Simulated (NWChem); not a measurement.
System: C2H3FN2Si; SMILES F[SiH]1N=CC=N1

NWChem input:

```
start job
memory heap 200 mb stack 900 mb global 1100 mb
geometry units angstroms noautosym nocenter noautoz
  F     -0.577351     1.973846     0.000000
  Si     0.407909     0.708629     0.000000
  N      0.057865    -0.399897     1.352834
  C     -0.236915    -1.497916     0.768076
  C     -0.236915    -1.497916    -0.768076
  N      0.057865    -0.399897    -1.352834
  H      1.805079     1.184890     0.000000
  H     -0.476861    -2.412012     1.322445
  H     -0.476861    -2.412012    -1.322445
end
basis spherical
  * library 6-31g*
end
dft
  xc xpbe96 cpbe96
  iterations 150
end
cosmo
  do_cosmo_smd true
  solvent hexane
end
task dft energy
```

NWChem printed, in part:

```
             Northwest Computational Chemistry Package (NWChem) 7.3.0
             --------------------------------------------------------

                             Geometry "geometry" -> ""
                             -------------------------

 Output coordinates in angstroms (scale by  1.889725989 to convert to a.u.)

  No.       Tag          Charge          X              Y              Z
 ---- ---------------- ---------- -------------- -------------- --------------
    1 F                    9.0000    -0.57735100     1.97384600     0.00000000
    2 Si                  14.0000     0.40790900     0.70862900     0.00000000
    3 N                    7.0000     0.05786500    -0.39989700     1.35283400
    4 C                    6.0000    -0.23691500    -1.49791600     0.76807600
    5 C                    6.0000    -0.23691500    -1.49791600    -0.76807600
    6 N                    7.0000     0.05786500    -0.39989700    -1.35283400
    7 H                    1.0000     1.80507900     1.18489000     0.00000000
    8 H                    1.0000    -0.47686100    -2.41201200     1.32244500
    9 H                    1.0000    -0.47686100    -2.41201200    -1.32244500

 Effective nuclear repulsion energy (a.u.)     283.9336152984

  pbe96 is a nonlocal functional; adding pw91lda local functional.

                                 NWChem DFT Module
                                 -----------------

 Summary of "ao basis" -> "ao basis" (spherical)
 ------------------------------------------------------------------------------
       Tag                 Description            Shells   Functions and Types
 ---------------- ------------------------------  ------  ---------------------
 F                           6-31g*                  6       14   3s2p1d
 Si                          6-31g*                  8       18   4s3p1d
 N                           6-31g*                  6       14   3s2p1d
 C                           6-31g*                  6       14   3s2p1d
 H                           6-31g*                  2        2   2s

 in cosmo_initialize ...
 calling solv_data for solv:hexane

 solvent parameters
 solvname_short: hexane
 solvname_long:  n-hexane
 dielec:        1.8819
 dielecinf:     1.8903
 nonaqueous SMD model solvent descriptors
 dielec:        1.8819
 sola:          0.0000
 solb:          0.0000
 solc:          0.0000
 solg:         25.7500
 solh:          0.0000
 soln:          1.3749

          ---------------
          -cosmo- solvent
          ---------------
 Cosmo: York-Karplus, doi: 10.1021/jp992097l
 dielectric constant -eps-     =   1.88
 screen = (eps-1)/(eps    )    =   0.46862
 surface charge correction     = lagrangian

   van der Waals surface
 --------------------------

 ---------- ATOMIC COORDINATES (A.U.) ------------ VDWR(ANG.) --
     1   -1.09103519    3.73002808    0.00000000     1.730
     2    0.77083624    1.33911464    0.00000000     2.470
     3    0.10934899   -0.75569575    2.55648557     1.890
     4   -0.44770443   -2.83065079    1.45145318     1.850
     5   -0.44770443   -2.83065079   -1.45145318     1.850
     6    0.10934899   -0.75569575   -2.55648557     1.890
     7    3.41110470    2.23911743    0.00000000     1.200
     8   -0.90113662   -4.55804176    2.49905868     1.200
     9   -0.90113662   -4.55804176   -2.49905868     1.200
 number of segments per atom =        128
 number of   points per atom =        128
 atom (   nspa,  nppa )
 ----------------------
    1 (     66,     0 )       0
    2 (     70,     0 )       0
    3 (     50,     0 )       0
    4 (     44,     0 )       0
    5 (     44,     0 )       0
    6 (     50,     0 )       0
    7 (     30,     0 )       0
    8 (     57,     0 )       0
    9 (     57,     0 )       0
 number of -cosmo- surface points =      468
 molecular surface =    121.770 angstrom**2
 molecular volume  =    108.932 angstrom**3
 -lineq- algorithm             =   0
 -bem- low  level              =   3
 -bem- from -octahedral-
 gaussian surface charge width =   4.50000
 degree of switching           =   1.00000
 switching function tolerance  =   0.00010
 atomic radii =
 --------------
    1  9.000  1.730
    2 14.000  2.470
    3  7.000  1.890
    4  6.000  1.850
    5  6.000  1.850
    6  7.000  1.890
    7  1.000  1.200
    8  1.000  1.200
    9  1.000  1.200
 ...... end of -cosmo- initialization ......

 nat:                     9
 ixmem:                  4523
 calling mnsol_interface()
 G(SMD-CDS) energy (kcal/mol)  =    -0.052
 SMD-CDS SASA (angstrom**2)    =   138.577

            General Information
            -------------------
          SCF calculation type: DFT
          Wavefunction type:  closed shell.
          No. of atoms     :     9
          No. of electrons :    52
           Alpha electrons :    26
            Beta electrons :    26
          Charge           :     0
          Spin multiplicity:     1
          Use of symmetry is: off; symmetry adaption is: off
          Maximum number of iterations: 150
          AO basis - number of functions:    94
                     number of shells:    44
          Convergence on energy requested:  1.00D-06
          Convergence on density requested:  1.00D-05
          Convergence on gradient requested:  5.00D-04

              XC Information
              --------------
          PerdewBurkeErnzerhof Exchange Functional  1.000
            Perdew 1991 LDA Correlation Functional  1.000 local
           PerdewBurkeErnz. Correlation Functional  1.000 non-local

             Grid Information
             ----------------
          Grid used for XC integration:  medium
          Radial quadrature: Mura-Knowles
          Angular quadrature: Lebedev.
          Tag              B.-S. Rad. Rad. Pts. Rad. Cut. Ang. Pts.
          ---              ---------- --------- --------- ---------
          F                   0.50       49          11.0       434
          Si                  1.10       88          10.0       590
          N                   0.65       49           9.0       434
          C                   0.70       49           9.0       434
          H                   0.35       45          11.0       434
          Grid pruning is: on
          Number of quadrature shells:   468
          Spatial weights used:  Erf1

      Superposition of Atomic Density Guess
      -------------------------------------

 Sum of atomic energies:        -573.59232195

      Non-variational initial energy
      ------------------------------

 Total energy =    -576.259781
 1-e energy   =   -1354.710085
 2-e energy   =     494.516689
 HOMO         =      -0.286871
 LUMO         =      -0.097428

   convergence    iter        energy       DeltaE   RMS-Dens  Diis-err
 ---------------- ----- ----------------- --------- --------- ---------
     COSMO gas phase
 d= 0,ls=0.0,diis     1   -576.2518619942 -8.60D+02  2.69D-02  1.34D+00
 d= 0,ls=0.0,diis     2   -575.5121353730  7.40D-01  1.97D-02  8.01D+00
 d= 0,ls=0.0,diis     3   -576.4006593640 -8.89D-01  4.11D-03  9.52D-02
 d= 0,ls=0.0,diis     4   -576.4019747210 -1.32D-03  2.08D-03  9.93D-02
 d= 0,ls=0.0,diis     5   -576.4125289674 -1.06D-02  5.34D-04  4.09D-03
  Resetting Diis
 d= 0,ls=0.0,diis     6   -576.4129004331 -3.71D-04  1.29D-04  1.37D-04
 d= 0,ls=0.0,diis     7   -576.4129193201 -1.89D-05  6.28D-05  8.29D-06
 d= 0,ls=0.0,diis     8   -576.4129171289  2.19D-06  4.13D-05  2.41D-05
 d= 0,ls=0.0,diis     9   -576.4129202089 -3.08D-06  1.03D-05  2.67D-06
 d= 0,ls=0.0,diis    10   -576.4129205018 -2.93D-07  1.30D-06  3.48D-08

   convergence    iter        energy       DeltaE   RMS-Dens  Diis-err
 ---------------- ----- ----------------- --------- --------- ---------
     COSMO solvation phase
 d= 0,ls=0.0,diis     1   -576.4169973201 -4.08D-03  1.48D-03  1.16D-03
 d= 0,ls=0.0,diis     2   -576.4167068096  2.91D-04  4.85D-04  4.81D-03
 d= 0,ls=0.0,diis     3   -576.4173223066 -6.15D-04  1.23D-04  1.47D-04
 d= 0,ls=0.0,diis     4   -576.4173372056 -1.49D-05  3.83D-05  2.61D-05
 d= 0,ls=0.0,diis     5   -576.4173390958 -1.89D-06  1.43D-05  4.92D-06
 d= 0,ls=0.0,diis     6   -576.4173394988 -4.03D-07  3.56D-06  1.59D-07

         Total DFT energy =     -576.417339498806
      One electron energy =    -1357.949059095866
           Coulomb energy =      554.341378434910
    Exchange-Corr. energy =      -56.750419682501
 Nuclear repulsion energy =      283.933615298372

             COSMO energy =        0.007145546280

 Numeric. integr. density =       51.999998651425

                                COSMO-SMD solvation results
                                ---------------------------

             internal energy in gas <Psi(g)|H|Psi(g)> =      -576.412920501846
         internal energy in solvent <Psi(s)|H|Psi(s)> =      -576.412538428733
                               delta internal energy  =         0.000382073113 (    0.24 kcal/mol)
   total free energy in solvent <Psi(s)|H+V/2|Psi(s)> =      -576.417256665877
 polarization energy contribution <Psi(s)|V/2|Psi(s)> =        -0.004718237143 (   -2.96 kcal/mol)
    total free energy in solvent including G(SMD-CDS) =      -576.417339498806
                       G(SMD-CDS) energy contribution =        -0.000082832929 (   -0.05 kcal/mol)
     1 M fixed-concentration free energy of solvation =        -0.004418996960 (   -2.77 kcal/mol)

                       DFT Final Molecular Orbital Analysis
                       ------------------------------------

 Vector   24  Occ=2.000000D+00  E=-2.876347D-01
              MO Center= -4.7D-02, -6.7D-01,  4.5D-08, r^2= 2.6D+00
   Bfn.  Coefficient  Atom+Function         Bfn.  Coefficient  Atom+Function
  ----- ------------  ---------------      ----- ------------  ---------------
    35      0.346221  3 N  px                77     -0.346221  6 N  px
    39      0.237861  3 N  px                81     -0.237861  6 N  px
    49      0.233775  4 C  px                63     -0.233775  5 C  px
    53      0.142971  4 C  px                67     -0.142971  5 C  px
    36     -0.115257  3 N  py                78      0.115257  6 N  py

 Vector   25  Occ=2.000000D+00  E=-2.398579D-01
              MO Center=  3.3D-02, -5.0D-01, -6.4D-07, r^2= 3.1D+00
   Bfn.  Coefficient  Atom+Function         Bfn.  Coefficient  Atom+Function
  ----- ------------  ---------------      ----- ------------  ---------------
    37      0.404666  3 N  pz                79      0.404666  6 N  pz
    41      0.267163  3 N  pz                83      0.267164  6 N  pz
    23     -0.201303  2 Si pz                52     -0.184225  4 C  s
    66      0.184225  5 C  s                 55      0.155751  4 C  pz
    69      0.155751  5 C  pz                38      0.109181  3 N  s

 Vector   26  Occ=2.000000D+00  E=-2.329663D-01
              MO Center= -7.2D-03, -7.0D-01,  6.4D-07, r^2= 3.4D+00
   Bfn.  Coefficient  Atom+Function         Bfn.  Coefficient  Atom+Function
  ----- ------------  ---------------      ----- ------------  ---------------
    37      0.307261  3 N  pz                79     -0.307261  6 N  pz
    20     -0.261031  2 Si s                 22      0.236680  2 Si py
    51     -0.233749  4 C  pz                65      0.233749  5 C  pz
    41      0.217158  3 N  pz                83     -0.217158  6 N  pz
    38      0.194567  3 N  s                 80      0.194567  6 N  s

 Vector   27  Occ=0.000000D+00  E=-1.267214D-01
              MO Center= -4.0D-02, -7.7D-01, -1.2D-08, r^2= 2.9D+00
   Bfn.  Coefficient  Atom+Function         Bfn.  Coefficient  Atom+Function
  ----- ------------  ---------------      ----- ------------  ---------------
    35      0.300547  3 N  px                77      0.300547  6 N  px
    49     -0.293597  4 C  px                63     -0.293597  5 C  px
    39      0.288851  3 N  px                81      0.288851  6 N  px
    53     -0.287269  4 C  px                67     -0.287269  5 C  px
    90     -0.167156  7 H  s                 25      0.154200  2 Si px

 Vector   28  Occ=0.000000D+00  E=-5.753134D-03
              MO Center= -1.1D-01, -1.1D+00,  2.4D-08, r^2= 2.7D+00
   Bfn.  Coefficient  Atom+Function         Bfn.  Coefficient  Atom+Function
  ----- ------------  ---------------      ----- ------------  ---------------
    53      0.518362  4 C  px                67     -0.518362  5 C  px
    49      0.405246  4 C  px                63     -0.405246  5 C  px
    39     -0.312657  3 N  px                81      0.312657  6 N  px
    35     -0.234796  3 N  px                77      0.234796  6 N  px
    27     -0.213196  2 Si pz                40      0.148256  3 N  py

 Vector   29  Occ=0.000000D+00  E= 2.596532D-02
              MO Center=  4.9D-01,  1.0D+00,  2.1D-07, r^2= 3.9D+00
   Bfn.  Coefficient  Atom+Function         Bfn.  Coefficient  Atom+Function
  ----- ------------  ---------------      ----- ------------  ---------------
    26      0.969365  2 Si py                 6     -0.512122  1 F  s
    52      0.395863  4 C  s                 66      0.395863  5 C  s
    90     -0.345355  7 H  s                 22      0.327123  2 Si py
    20      0.299863  2 Si s                 25     -0.234517  2 Si px
    24      0.212499  2 Si s                 39      0.199664  3 N  px

     Multipole analysis of the density
     ---------------------------------

     L   x y z        total         alpha         beta         nuclear
     -   - - -        -----         -----         ----         -------
     0   0 0 0      0.000000    -26.000000    -26.000000     52.000000

     1   1 0 0      0.134754      0.697550      0.697550     -1.260345
     1   0 1 0     -0.973569     -0.933455     -0.933455      0.893342
     1   0 0 1      0.000000      0.000000      0.000000      0.000000

     2   2 0 0    -29.068661    -31.966461    -31.966461     34.864261
     2   1 1 0      2.268736     -2.729813     -2.729813      7.728362
     2   1 0 1      0.000000      0.000000      0.000000      0.000000
     2   0 2 0    -25.666398   -163.350392   -163.350392    301.034386
     2   0 1 1     -0.000000     -0.000000     -0.000000      0.000000
     2   0 0 2    -34.737044    -82.003443    -82.003443    129.269843
```

Level: PBE/6-31G* (spherical d), SMD on the gas-phase geometry. Geometry: optimised at B3LYP/6-31G* (spherical d). Solvent: n-hexane.
